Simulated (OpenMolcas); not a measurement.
3s2 3p3 along the 15-electron sequence

| Item | Value |
| --- | --- |
| Program | OpenMolcas 26.06 |
| Method | CASSCF |
| Basis | ANO-RCC-VTZP |
| Scalar Hamiltonian | DKH2, point nucleus |
| Spin-orbit coupling | RASSI with atomic mean-field integrals over the reference wave functions, term energies averaged over their components |

Active space for each ion: 3 electrons in 3 orbitals (3p).

Computed levels in cm-1 above 4S* 3/2:

```tsv
Level	S+	Cl2+	Ar3+
2D* 3/2	19220	22632	26054
2D* 5/2	19238	22676	26144
2P* 1/2	31911	37666	43436
2P* 3/2	31935	37724	43555
weight of 4S* in the lowest level (%)	100	100	100
```

Measured, with the error of the calculation in %. Measured levels: S+ from NIST Handbook of Basic Atomic Spectroscopic Data; Cl2+ from Moore, Atomic Energy Levels, vol. I, NSRDS-NBS 35 (1971 reprint of NBS Circular 467, 1949); Ar3+ from Saloman, J. Phys. Chem. Ref. Data 39, 033101 (2010).

```tsv
Level	S+	Cl2+	Ar3+
2D* 3/2	14853 (+29.4)	18053 (+25.4)	21091 (+23.5)
2D* 5/2	14885 (+29.2)	18120 (+25.1)	21220 (+23.2)
2P* 1/2	24525 (+30.1)	29812 (+26.3)	34855 (+24.6)
2P* 3/2	24572 (+30.0)	29907 (+26.1)	35032 (+24.3)
```

2D* 3/2 changes by a factor of 1.36 over the same range, with steps per unit of Z of +3410, +3420 cm-1.

With the s shell closed, the reference lacks s² → p² mixing. Without dynamic correlation excited terms often stand tens of per cent too high (terms of higher spin than the ground term too low), and those without a measured partner can miss by more than the paired ones (holds for S+). Computed and measured levels are paired by configuration, term and J; levels that our copy of the source lacks, or whose pairing is in doubt (as where it misses far off the trend of its configuration), stay unpaired and out of the deviations. Levels of configurations outside the active space are missing.

* marks odd parity.
